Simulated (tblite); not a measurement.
Species: C2H11Si4 (doublet state).
Bonds: C1–C2 (double), C2–Si3, Si3–Si4, Si4–Si5, Si5–Si6. Hydrogens: H7, H8 on C1; H9, H10 on Si3; H11, H12 on Si4; H13, H14 on Si5; H15, H16, H17 on Si6.

The geometry is computed with GFN2-xTB (gas phase). This method treats the open shell by occupation alone, without spin polarisation.

(1) Give the optimised bond lengths and angles.

## Answers

(1) 
```csv
bond,length (pm)
C1=C2,129.7
C2–Si3,181.9
Si3–Si4,234.2
Si4–Si5,232.9
Si5–Si6,231.4
C1–H7,108.4
C1–H8,109.0
"Si3–H9, Si3–H10",147.1
"Si4–H11, Si4–H12",147.3
"Si5–H13, Si5–H14",147.3
"Si6–H15, Si6–H16, Si6–H17",146.5
```

Bonds in one row agree within 1 pm and their mean is given. A selection of angles:
```csv
angle,degrees
C2–C1–H7,121.9
C2–C1–H8,124.4
H7–C1–H8,113.7
C1–C2–Si3,149.8
C2–Si3–Si4,116.9
C2–Si3–H9,106.6
Si4–Si3–H9,108.9
H9–Si3–H10,107.8
Si3–Si4–Si5,113.8
Si3–Si4–H11,109.0
Si5–Si4–H11,110.1
Si5–Si4–H12,111.7
H11–Si4–H12,102.5
Si4–Si5–Si6,115.0
Si4–Si5–H13,110.4
Si4–Si5–H14,107.6
Si6–Si5–H13,110.4
H13–Si5–H14,102.9
Si5–Si6–H15,111.7
Si5–Si6–H16,114.1
H15–Si6–H16,106.6
H16–Si6–H17,106.2
```

Torsions: C1–C2–Si3–Si4 -2° (synperiplanar); C2–Si3–Si4–Si5 158° (antiperiplanar); Si3–Si4–Si5–Si6 47° (synclinal). The mirror-image conformer, all signs reversed, is as good.

Si4 (silicon bonded to 2 Si and 2 H) is distorted tetrahedral (angles from 102.5° to 113.8°). Si3 (silicon bonded to C, Si and 2 H) is distorted tetrahedral (angles from 106.6° to 116.9°). C2 (carbon bonded to C and Si) is bent (angle 149.8°). The 3 Si–Si bonds span 2.314 Å (Si5–Si6, drawn single) to 2.342 Å (Si3–Si4, drawn single), a spread of 0.028 Å. C1 (carbon bonded to C and 2 H) is planar (angles 124.4°, 121.9° and 113.7°, sum 360.0°, 0.00 Å off the plane of its three neighbours). Si5 (silicon bonded to 2 Si and 2 H) is distorted tetrahedral (angles from 102.9° to 115.0°). Si6 (silicon bonded to Si and 3 H) is distorted tetrahedral (angles from 106.2° to 114.1°).

Point group: C1 (no symmetry element, even within 0.4 Å). Its lowest GFN2-xTB frequency is 18i cm⁻¹, too small to tell a flat minimum from a shallow saddle. 3 starts were optimised and ended at 0.00, 0.18 and 0.22 kcal/mol (GFN2-xTB); the lowest of these is shown.
